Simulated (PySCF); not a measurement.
How the functional moves excitation energies

Species: C₃H₈BFO.
SMILES: `CBO[C@@H](C)F`

Linear-response calculations in the def2-SVPD basis (PySCF; singlets by full response, triplets Tamm–Dancoff, core orbitals frozen in the response; HF means time-dependent Hartree–Fock). 'Strongest' is the level of largest summed f among the singlets computed (10 roots, of which the last may lack a degenerate partner); it can jump between rows when another state enters that window. S1 is the lowest singlet of each run and needn't be the same state throughout; f(S1) is that of one state. One conformer (not necessarily the lowest) at the PBE0-D3(BJ)/def2-SVP geometry, without solvent, vibrations or thermal averaging.

```tsv
functional	kind	S1 (eV)	f(S1)	strongest (eV)	T1 (eV)	HOMO (eV)	gap (eV)	ionisation energy, ΔSCF (eV)
LDA	LDA	5.80	0.002	8.01	5.41	-7.11	5.61	10.24
PBE	GGA	5.93	0.002	8.15	5.46	-7.03	5.77	10.14
B3LYP	global hybrid, 20% exact exchange	6.39	0.001	8.39	5.89	-8.32	7.83	10.65
PBE0	global hybrid, 25% exact exchange	6.46	0.001	8.96	5.87	-8.52	8.29	10.66
CAM-B3LYP	range-separated hybrid	6.55	0.001	9.88	6.01	-9.99	10.78	10.93
wB97X-D	range-separated hybrid	6.64	0.001	8.89	6.15	-10.45	12.10	10.83
LC-wPBE	range-separated hybrid	6.67	0.001	9.18	6.02	-11.32	13.20	11.11
HF	Hartree–Fock	7.60	0.002	11.48	6.75	-12.19	14.26	not settled
```

What does BHandHLYP (global hybrid, 50% exact exchange) give?

S1 (eV) 6.90, f(S1) 0.001, strongest (eV) 9.30, T1 (eV) 6.30, HOMO (eV) -9.97, gap (eV) 10.68, ionisation energy, ΔSCF (eV) 11.03. S1 runs from 5.80 eV (LDA) to 7.60 eV (HF), a spread of 1.80 eV, while the orbital gap spreads over 8.7 eV. Along PBE (0%), B3LYP (20%), PBE0 (25%), BHandHLYP (50%), HF (100%) S1 rises with the share of exact exchange. −ε(HOMO) comes closest to its own ΔSCF ionisation energy with LC-wPBE (+0.21 eV) and misses most with LDA (-3.13 eV). 'Not settled' means that the ion's SCF failed to converge or may have ended in another state than the lowest.
